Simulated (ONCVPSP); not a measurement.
What one change does to a pseudopotential (magnesium (Mg), ONCV)

- Element: Mg (Z = 12)
- Generator: ONCVPSP 4.0.1
- Type: optimised norm-conserving Vanderbilt (ONCV)
- Functional: BLYP
- Relativity: scalar-relativistic
- Frozen core: [Ne]
- Valence charge: 2
- Reference configuration: 3s1 3p1
- Partial waves: 3s: rc 2.70 bohr, ncon 3, nbas 6, qcut 1.9 1/bohr, 2 projectors, debl 3 Ha; 3p: rc 2.35 bohr, ncon 3, nbas 7, qcut 4.2 1/bohr, 2 projectors, debl 4 Ha; d scattering state at 0.36 Ha: rc 2.35 bohr, ncon 4, nbas 7, qcut 4.3 1/bohr, 2 projectors, debl 2.8 Ha
- Local potential: polynomial inside 1.70 bohr (lpopt 4, dvloc0 3 Ha)
- Core correction: Teter function fitted to the true core (icmod 2), fcfact 0.3

Change: local potential polynomial inside 1.70 bohr (lpopt 4, dvloc0 6 Ha).

Cutoffs: the cutoffs (Ha) at which the residual kinetic energy of the hardest occupied pseudo-wave falls to 1 and 0.1 mHa per electron; they do not see the model core or the augmentation charge, which bear on the density cutoff. Errors are all-electron minus pseudo energies relative to the spin-unpolarised reference configuration.

Problem. What does the change do?

Solution. The potential gets neither clearly harder nor softer (4.8 Ha and 12 Ha → 4.8 Ha and 12 Ha); the bound ghost in p disappears; the errors of the 4 common tests hardly move; the range in which the s phases agree narrows (upper end 5.0 → 1.1); the range in which the p phases agree narrows (upper end at the end of the scan → 2.5). In the separable form a ghost depends on how the local part lies against the semilocal potential of the channel, so the choice of the local part can create or remove one.

```csv
quantity,base,changed
"cutoff, loose",4.8 Ha,4.8 Ha
"cutoff, tight",12 Ha,12 Ha
bound ghosts,p,none
GHOST(+) flags under 300 eV,none,s at 103.5 eV
"error for 3s2 3p0, meV [ΔE -3.53 eV]",-11,-10
"error for 3s1 3p0, meV [ΔE 4.36 eV]",+5.3,+6.0
"error for 3s1.5 3p0, meV [ΔE -0.44 eV]",-4.3,-4.3
"error for 3s0 3p1, meV [ΔE 8.81 eV]",-9.1,-8.5
s: phases at 2.75 bohr within 0.05 rad from the reference energy up to (Ha; the scan ends near 5),5.0,1.1
p: phases at 2.38 bohr within 0.05 rad from the reference energy up to (Ha; the scan ends near 5),to the end of the scan,2.5
d: phases at 2.38 bohr within 0.05 rad from the reference energy up to (Ha; the scan ends near 5),to the end of the scan,to the end of the scan
"rms error of d²Exc/dni dnj with the model core, mHa",1.53,1.53
```

Base: The cutoffs count occupied waves only; projector 2 of the d channel, the hardest unoccupied one, needs 34 Ha at the loose tolerance. Changed file: The cutoffs count occupied waves only; projector 2 of the d channel, the hardest unoccupied one, needs 34 Ha at the loose tolerance. A true bound ghost makes a file unfit for plane-wave use even where its test errors are small: the radial tests pick states by their node count and pass the ghost by.
